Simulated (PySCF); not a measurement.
In(CF3)(Cl)2, CCl2F3In, SMILES F[C](F)(F)[In]([Cl])[Cl], singlet (CAM-B3LYP/def2-SVP optimised geometry):

```
7

In    -0.076     0.417     0.000
C     -1.251    -1.444     0.017
F     -0.499    -2.507    -0.274
F     -2.248    -1.397    -0.869
F     -1.790    -1.649     1.224
Cl     2.248     0.417     0.000
Cl    -1.093     2.507     0.000
```

Computed with CAM-B3LYP/def2-TZVP, def2 effective core potentials past Kr run with PySCF.

Problem. What are the frontier orbital energies and the dipole moment?

Solution. HOMO-2 -10.81 eV, HOMO-1 -10.68 eV, HOMO -10.37 eV, LUMO -1.64 eV, LUMO+1 -1.41 eV; dipole moment 0.61 D.

On the same geometry PBE/def2-TZVP, def2 effective core potentials past Kr (PySCF) gives HOMO-2 -7.96 eV, HOMO-1 -7.82 eV, HOMO -7.61 eV, LUMO -3.37 eV, LUMO+1 -2.89 eV; dipole moment 0.98 D.
